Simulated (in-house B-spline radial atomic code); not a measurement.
Configurations of Al III (Al2+), with energies counted from [Ne] 3s1. Method: non-relativistic B97-1, spin-polarised, spherical fractional occupations, point nucleus. Calculated with a radial B-spline atomic code at the basis-set limit. Caution: exact exchange at fractional occupations of open shells leaves self-interaction of up to several eV. Shells without spins written out take the highest spin.

Occupations are held fixed; configurations that lie above the ionisation limit could autoionise.

```
       configuration  E - E(ref) (eV)  highest orbital  its <r> (bohr)
            [Ne] 3d1           14.789            3d up             3.4
            [Ne] 4s1           15.033            4s up           4.704
            [Ne] 4f1           20.934            4f up           6.056
[He] 2s2 2p5 3s1 4d1           99.308            4d up           6.095
[He] 2s1 2p6 3s1 4d1            135.8            4d up           6.089
[He] 2s1 2p6 3s1 4f1           136.98            4f up           5.935
```

(1) Order these further configurations by energy, lowest first.
A. [He] 2s1 2p6 3s1 3d1
B. [He] 2s2 2p(3 up, 2 down) 3s(0 up, 1 down) 4d(0 up, 1 down)
C. [He] 2s2 2p(2 up, 3 down) 3s(1 up, 0 down) 4s(0 up, 1 down)
D. [He] 2s1 2p6 3s1 3p1
E. [Ne] 3p1

(2) How far above the reference does [Ne] 4d1 lie?

(3) How far above the reference does [He] 2s2 2p(2 up, 3 down) 3s(0 up, 1 down) 3p(0 up, 1 down) lie?

Answers

(1) E (7.0954 eV), C (94.399 eV), B (99.589 eV), D (119.04 eV), A (128.72 eV).

(2) 20.341 eV; its least bound orbital is 4d up with <r> = 6.611 bohr.

(3) 82.462 eV; its least bound orbital is 3p down with <r> = 2.263 bohr.
